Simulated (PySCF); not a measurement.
## C$_{4}$H$_{12}$B$_{3}$N$_{3}$: full NMR table

```
Formula                               : C4H12B3N3
SMILES                                : B1NBN(C2CCC2)BN1
Point group of the computed structure : Cs
Carbon signals                        : 3
Proton signals                        : 8
```

Atoms are numbered as in `[BH:1]1[NH:2][BH:3][N:4]([CH:5]2[CH2:6][CH2:7][CH2:8]2)[BH:9][NH:10]1`; H(Xn) means a hydrogen on atom n. Ha(C6), Ha(C7), Ha(C8) are cis to N4 on the ring; Hb(C6), Hb(C7), Hb(C8) are trans to N4 on the ring.

Level of theory: shielding tensors at PBE0/pcSseg-1 (GIAO), coordinates at the PBE0-D3(BJ)/def2-SVP level, in PySCF (no solvent, equivalent nuclei averaged, single conformer, non-relativistic Hamiltonian).

Chemical shifts δ = σref − σ; ¹H, ¹³C against TMS; ¹¹B against BF3·OEt2; ¹⁵N against NH3, all at this level.

```tsv
carbon	δC, type	δH (multiplicity)	HMBC from (2–3 bonds)	span of the C tensor (ppm)
C5	58.0, CH	3.80 (m)	H(B3)/H(B9), Ha(C6)/Ha(C8), Hb(C6)/Hb(C8), Ha(C7), Hb(C7)	55
C6/C8	35.9, CH2	Ha(C6) 2.14 (m); Hb(C6) 2.13 (m)	H(C5), Ha(C6)/Ha(C8), Hb(C6)/Hb(C8), Ha(C7), Hb(C7)	41
C7	15.6, CH2	Hb(C7) 1.52 (m); Ha(C7) 1.62 (m)	H(C5), Ha(C6)/Ha(C8), Hb(C6)/Hb(C8)	19
```

Other nuclei:
| atoms | nucleus | environment | δ (ppm) | σ (ppm) |
| --- | --- | --- | --- | --- |
| H(N2)/H(N10) | ¹H | hydrogen on a nitrogen bonded to 2 B, in a 6-membered ring | 5.64 | 25.63 |
| H(B3)/H(B9) | ¹H | hydrogen on a boron bonded to 2 N, in a 6-membered ring | 4.98 | 26.29 |
| H(B1) | ¹H | hydrogen on a boron bonded to 2 N, in a 6-membered ring | 4.72 | 26.55 |
| B3/B9 | ¹¹B | boron bonded to 2 N, H, in a 6-membered ring | 29.1 | 71.7 |
| B1 | ¹¹B | boron bonded to 2 N, H, in a 6-membered ring | 27.4 | 73.3 |
| N4 | ¹⁵N | nitrogen bonded to C, 2 B, in a 6-membered ring | 177.9 | 87.8 |
| N2/N10 | ¹⁵N | nitrogen bonded to 2 B, H, in a 6-membered ring | 145.3 | 120.4 |

δC 58.0: sp3 CH bonded to N; deshielded by the electronegative neighbour. δC 35.9, 15.6: sp3 CH2 in a ring; aliphatic region, no heteroatom directly attached. δH 5.64: hydrogen on a nitrogen bonded to 2 B, in a 6-membered ring; exchangeable; this is the value without hydrogen bonding to other molecules. δH 3.80: hydrogen on an sp3 CH bonded to N; its carbon carries N, which withdraws density. δH 2.14, 2.13, 1.62, 1.52: hydrogen on an sp3 CH2 in a ring.

OH and NH positions are those of a molecule without intermolecular hydrogen bonds; in solution they move with solvent, concentration and temperature, and exchange usually removes their couplings. Hydrogens on boron are broadened and split by ¹¹B (spin 3/2, 80 %) and 10B (spin 3). Shifts are as computed. Against solution values, carbons near 30 ppm lie about +2 ppm off and those near 130 ppm about +5 ppm. Of 1313 compounds with measured shifts, 239 miss one by over three times the rms of a fit or turn the order of signals round; such compounds aren't used in these exercises. Experimental scales use liquid or dissolved standards, which lie at an offset from isolated NH3 (liquid NH3: subtract about 20 ppm). Unscaled 15N shifts of sp2 nitrogen come out 20 to 40 ppm too high even then. Multiplicities follow the n + 1 count of equivalent neighbours, as no J values were calculated; m marks all less simple cases, F and P coupling included.
